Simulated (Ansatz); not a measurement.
```yaml
crystal:
  periodic: [false, false, false]
  atoms:
    - {symbol: Ge, position_ang: [0.109690, 0.093337, 0.383756]}
    - {symbol: C, position_ang: [0.065650, 0.130609, 2.335723]}
    - {symbol: C, position_ang: [-0.746549, -0.694367, 3.023815]}
    - {symbol: H, position_ang: [0.705175, 0.843132, 2.887930]}
    - {symbol: H, position_ang: [-1.402598, -1.416692, 2.507349]}
    - {symbol: H, position_ang: [-0.793972, -0.690889, 4.127348]}
    - {symbol: N, position_ang: [1.847990, -0.070815, -0.217625]}
    - {symbol: C, position_ang: [2.915823, 0.708374, 0.365797]}
    - {symbol: C, position_ang: [2.162877, -0.673432, -1.493077]}
    - {symbol: H, position_ang: [3.834087, 0.090899, 0.520032]}
    - {symbol: H, position_ang: [2.621583, 1.106956, 1.357768]}
    - {symbol: H, position_ang: [3.217342, 1.582723, -0.266433]}
    - {symbol: H, position_ang: [1.279074, -1.217083, -1.882649]}
    - {symbol: H, position_ang: [2.470405, 0.076995, -2.266451]}
    - {symbol: H, position_ang: [3.003980, -1.404096, -1.405003]}
    - {symbol: N, position_ang: [-0.676891, 1.643631, -0.248172]}
    - {symbol: C, position_ang: [-1.824497, 2.240968, 0.394757]}
    - {symbol: C, position_ang: [-0.398120, 2.118109, -1.584223]}
    - {symbol: H, position_ang: [-1.720464, 3.351450, 0.460093]}
    - {symbol: H, position_ang: [-1.934439, 1.856566, 1.429479]}
    - {symbol: H, position_ang: [-2.789334, 2.040596, -0.139840]}
    - {symbol: H, position_ang: [0.539716, 1.666059, -1.965193]}
    - {symbol: H, position_ang: [-1.210015, 1.884112, -2.320782]}
    - {symbol: H, position_ang: [-0.261722, 3.226645, -1.598324]}
    - {symbol: N, position_ang: [-0.776415, -1.385304, -0.290585]}
    - {symbol: C, position_ang: [-0.328081, -2.727611, 0.001452]}
    - {symbol: C, position_ang: [-2.058969, -1.285506, -0.946405]}
    - {symbol: H, position_ang: [-1.024579, -3.283619, 0.680400]}
    - {symbol: H, position_ang: [0.667809, -2.705568, 0.489755]}
    - {symbol: H, position_ang: [-0.228058, -3.343207, -0.927291]}
    - {symbol: H, position_ang: [-2.307432, -0.222645, -1.139000]}
    - {symbol: H, position_ang: [-2.063803, -1.815777, -1.932067]}
    - {symbol: H, position_ang: [-2.895241, -1.724541, -0.342303]}
basis:
  gaussian: {orbitals: def2-TZVP}
magnetization: {spin_polarized: true, initial_magnetization: 2}
hamiltonian: {xc: pbe0, dispersion: d4}
scf: {omitted_lower_state_checks: [starts]}
output: {orbitals: {seedname: orbitals}}
```

```sh
$ ansatz run in.yaml --threads 4 --pin off --events-out ev --progress --plain --max-ram 6963MiB
```

(1) Does this run fit into the memory that it is given?

Results:

(1) No. It has 515 basis functions, and Ansatz plans for 9 GiB where 7 GiB are given.
